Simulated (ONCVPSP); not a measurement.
## antimony (Sb): what ONCVPSP 4.0.1 does with a changed input

Command:

```bash
oncvpsp.x < Sb.dat > Sb.out
```

Input:

```
# ATOM AND REFERENCE CONFIGURATION
# atsym  z   nc   nv     iexc    psfile
  Sb 51.00    6    5  -102130      upf
#
#   n    l    f
    1    0    2.00
    2    0    2.00
    2    1    6.00
    3    0    2.00
    3    1    6.00
    3    2   10.00
    4    0    2.00
    4    1    6.00
    4    2   10.00
    5    0    2.00
    5    1    2.00
#
# PSEUDOPOTENTIAL AND OPTIMIZATION
# lmax
    2
#
#   l,   rc,      ep,       ncon, nbas, qcut
    0    1.15    0.00    4    5   10.80
    1    1.55    0.00    4    8    9.40
    2    1.45    0.00    5   10   10.60
#
# LOCAL POTENTIAL
# lloc, lpopt,  rc(5),   dvloc0
    4    5    1.15    0.00
#
# VANDERBILT-KLEINMAN-BYLANDER PROJECTORs
# l, nproj, debl
    0    2    3.80
    1    3    0.50
    2    2    1.20
#
# MODEL CORE CHARGE
# icmod, fcfact, rcfact
    3    5.00    1.20
#
# LOG DERIVATIVE ANALYSIS
# epsh1, epsh2, depsh
   -7.00    5.00    0.04
#
# OUTPUT GRID
# rlmax, drl
    6.00    0.01
#
# TEST CONFIGURATIONS
# ncnf
    4
# nvcnf
#   n    l    f
    5
    4    0    2.00
    4    1    6.00
    4    2   10.00
    5    0    2.00
    5    1    3.00
#
    5
    4    0    2.00
    4    1    6.00
    4    2   10.00
    5    0    2.00
    5    1    1.00
#
    5
    4    0    2.00
    4    1    6.00
    4    2   10.00
    5    0    2.00
    5    1    0.00
#
    5
    4    0    2.00
    4    1    6.00
    4    2   10.00
    5    0    0.00
    5    1    5.00
#
```

This is an input that runs to its end, with one change: nbas of l = 0 set to 5.

Question: How does the run end?

Answer: The program refuses the input: "test_data: must have ncon+3 <= nbas <= ncon+5, l= 0".

```
ONCVPSP  (Optimized Norm-Conservinng Vanderbilt PSeudopotential)
scalar-relativistic version 4.0.1

test_data: must have ncon+3 <= nbas <= ncon+5, l=   0
 for nproj=2
ERROR: test_data found   1 ERROR; stopping
```
